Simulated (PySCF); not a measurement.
H5AsSi, charge +1, doublet, geometry from GFN2-xTB (a state made from the parent by changing its charge; the spin is typed, not shown lowest), with bond 4-1 at 1.8 times its length; CASSCF(9,7)/STO-3G (PySCF).

Here is a job for PySCF.
```python
from pyscf import gto, scf, mcscf
import numpy

mol = gto.M(
    atom='''
Si   -1.70578597    0.09693792    0.27171974
As    0.82303552   -0.03022334   -0.18686976
H    -2.20519322   -0.78724594   -0.78498985
H    -2.08428102    2.69260009   -0.01503738
H    -1.71599357   -0.43098508    1.64437696
H     1.17568006   -1.36070560    0.39024618
H     1.38239940    0.68020367    1.00058207
''',
    basis='sto-3g',
    charge=1,
    spin=1,
    verbose=4,
)

mf = scf.ROHF(mol)
mf.kernel()
mc = mcscf.CASSCF(mf, 7, 9)
mc.fix_spin_(ss=0.75)
mc.kernel()
occ = numpy.linalg.eigvalsh(mc.fcisolver.make_rdm1(mc.ci, mc.ncas, mc.nelecas))[::-1]
ss = mc.fcisolver.spin_square(mc.ci, mc.ncas, mc.nelecas)[0]
print('natural occupations', occ.round(4), ' <S^2>', round(ss, 4))
```

The log (banner, timings and long lists left out):

```
PySCF version 2.14.0

[INPUT] verbose = 4
[INPUT] num. atoms = 7
[INPUT] num. electrons = 51
[INPUT] charge = 1
[INPUT] spin (= nelec alpha-beta = 2S) = 1
[INPUT] symmetry False subgroup None
[INPUT] Mole.unit = angstrom
[INPUT] Symbol           X                Y                Z      unit          X                Y                Z       unit  Magmom
[...]
nuclear repulsion = 152.880870223897
number of shells = 18
number of NR pGTOs = 96
number of NR cGTOs = 32
basis = sto-3g
ecp = {}

******** <class 'pyscf.scf.rohf.ROHF'> ********
method = ROHF
initial guess = minao
damping factor = 0
level_shift factor = 0
DIIS = <class 'pyscf.scf.diis.CDIIS'>
diis_start_cycle = 1
diis_space = 8
diis_damp = 0
SCF conv_tol = 1e-09
SCF conv_tol_grad = None
SCF max_cycles = 50
direct_scf = True
direct_scf_tol = 1e-13
num. doubly occ = 25  num. singly occ = 1
Set gradient conv threshold to 3.16228e-05
init E= -2493.84493715296
[...]
cycle= 1 E= -2497.15453752937  delta_E= -3.31  |g|= 0.493  |ddm|= 1.99

WARN: HOMO -0.217609677929081 >= LUMO -0.282801827250387

cycle= 2 E= -2496.6549014584  delta_E=  0.5  |g|= 0.64  |ddm|= 2.44
[...]
cycle= 3 E= -2497.28012347315  delta_E= -0.625  |g|= 0.257  |ddm|= 2.34
[...]
cycle= 4 E= -2497.33762563482  delta_E= -0.0575  |g|= 0.18  |ddm|= 0.369
[...]
cycle= 5 E= -2497.37234870584  delta_E= -0.0347  |g|= 0.0854  |ddm|= 0.818
[...]
cycle= 6 E= -2497.38476640002  delta_E= -0.0124  |g|= 0.0404  |ddm|= 0.235
[...]
cycle= 7 E= -2497.385300034  delta_E= -0.000534  |g|= 0.0386  |ddm|= 0.228
[...]
cycle= 8 E= -2497.38870484173  delta_E= -0.0034  |g|= 0.0111  |ddm|= 0.153
[...]
cycle= 9 E= -2497.388917906  delta_E= -0.000213  |g|= 0.00949  |ddm|= 0.0594
[...]
cycle= 10 E= -2497.38922057102  delta_E= -0.000303  |g|= 0.00494  |ddm|= 0.0712
[...]
cycle= 11 E= -2497.38926529875  delta_E= -4.47e-05  |g|= 0.00148  |ddm|= 0.0225
[...]
cycle= 12 E= -2497.38926994054  delta_E= -4.64e-06  |g|= 0.000546  |ddm|= 0.00544
[...]
cycle= 13 E= -2497.38927075825  delta_E= -8.18e-07  |g|= 0.000265  |ddm|= 0.00337
[...]
cycle= 14 E= -2497.38927090064  delta_E= -1.42e-07  |g|= 8.74e-05  |ddm|= 0.0012
[...]
cycle= 15 E= -2497.38927091921  delta_E= -1.86e-08  |g|= 2.5e-05  |ddm|= 0.000517
[...]
cycle= 16 E= -2497.38927092051  delta_E= -1.3e-09  |g|= 9.83e-06  |ddm|= 0.000139
[...]
cycle= 17 E= -2497.38927092066  delta_E= -1.49e-10  |g|= 5.26e-06  |ddm|= 3.75e-05
[...]
Extra cycle  E= -2497.38927092065  delta_E= 1.36e-11  |g|= 5.25e-06  |ddm|= 3.41e-05
[...]
converged SCF energy = -2497.38927092065
CASCI E = -2497.45051002283  S^2 = 0.7500000
[...]
macro iter  40 (  7 JK    2 micro), CASSCF E = -2497.46140633569  dE = -6.27099794e-05  S^2 = 0.7500000
               |grad[o]|=0.00143  |grad[c]|=0.00484  |ddm|=0.000462  |maxRot[o]|= 0.04
macro iter  41 (  7 JK    2 micro), CASSCF E = -2497.46150406329  dE = -9.77276027e-05  S^2 = 0.7500000
               |grad[o]|=0.00136  |grad[c]|=0.00821  |ddm|=0.000846  |maxRot[o]|=0.0529
macro iter  42 (  7 JK    2 micro), CASSCF E = -2497.46164550750  dE = -1.41444206e-04  S^2 = 0.7500000
               |grad[o]|=0.00135  |grad[c]|=0.0113  |ddm|=0.00131  |maxRot[o]|=0.0608
macro iter  43 (  7 JK    2 micro), CASSCF E = -2497.46183631448  dE = -1.90806984e-04  S^2 = 0.7500000
               |grad[o]|=0.00152  |grad[c]|=0.0126  |ddm|=0.00177  |maxRot[o]|=0.0652
macro iter  44 (  7 JK    2 micro), CASSCF E = -2497.46208135322  dE = -2.45038743e-04  S^2 = 0.7500000
               |grad[o]|=0.00195  |grad[c]|=0.0121  |ddm|=0.00224  |maxRot[o]|=0.0675
macro iter  45 (  7 JK    2 micro), CASSCF E = -2497.46237885721  dE = -2.97503984e-04  S^2 = 0.7500000
               |grad[o]|=0.00261  |grad[c]|= 0.01  |ddm|=0.00276  |maxRot[o]|=0.0687
macro iter  46 (  7 JK    2 micro), CASSCF E = -2497.46271336302  dE = -3.34505812e-04  S^2 = 0.7500000
               |grad[o]|=0.00333  |grad[c]|=0.00704  |ddm|=0.00323  |maxRot[o]|=0.0693
macro iter  47 (  7 JK    2 micro), CASSCF E = -2497.46304815882  dE = -3.34795804e-04  S^2 = 0.7500000
               |grad[o]|=0.00383  |grad[c]|=0.00364  |ddm|=0.0035  |maxRot[o]|=0.0696
macro iter  48 (  7 JK    2 micro), CASSCF E = -2497.46332411765  dE = -2.75958823e-04  S^2 = 0.7500000
               |grad[o]|=0.00374  |grad[c]|=0.00121  |ddm|=0.00324  |maxRot[o]|=0.0697
macro iter  49 (  6 JK    2 micro), CASSCF E = -2497.46344631611  dE = -1.22198463e-04  S^2 = 0.7500000
               |grad[o]|=0.00269  |grad[c]|=0.00164  |ddm|=0.00154  |maxRot[o]|=0.0499
macro iter  50 ( 20 JK    4 micro), CASSCF E = -2497.46330575094  dE =  1.40565166e-04  S^2 = 0.7500000
               |grad[o]|=0.00133  |grad[c]|=0.0137  |ddm|=0.000754  |maxRot[o]|=0.131
1-step CASSCF not converged,  50 macro (904 JK 180 micro) steps
CASSCF canonicalization
Density matrix diagonal elements [1.99659663 1.99790301 1.92432227 1.06141543 1.15243582 0.78214623
 0.08518062]
CASSCF energy = -2497.46330575094
CASCI E = -2497.46330575094  E(CI) = -23.3902113060726  S^2 = 0.7500000
natural occupations [2.     1.9968 1.985  1.5488 1.0015 0.4502 0.0178]  <S^2> 0.75
```

The run did not converge; its last values are not results.
